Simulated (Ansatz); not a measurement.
Tuning the range parameter of LC-ωPBE so that −HOMO meets the ionisation energy; basis def2-SVP, Ansatz. System: the cluster Pb₂O₂. Charge 0, multiplicity 1. Geometry: PBE0-D4/def2-SVP. The ionised state is a doublet.

Geometry of the singlet:

```xyz
4

Pb    1.519   -0.293    0.435
Pb   -1.519    0.293   -0.435
O    -0.130    0.893    1.055
O     0.130   -0.893   -1.055
```

In the def2 sets Pb takes a core potential; there is no spin–orbit coupling. The structure comes from a short search, and lower isomers may exist.

```csv
ω (1/bohr),HOMO (eV),LUMO (eV),vertical IE (eV),HOMO + IE (eV)
0.1,-6.52,-1.44,8.18,1.66
0.15,-7.10,-0.96,8.20,1.10
0.2,-7.58,-0.62,8.23,0.64
0.3,-8.31,-0.25,8.31,0.00
```

Problem. Where does the tuning condition hold?

Solution. Not within the range that was run.
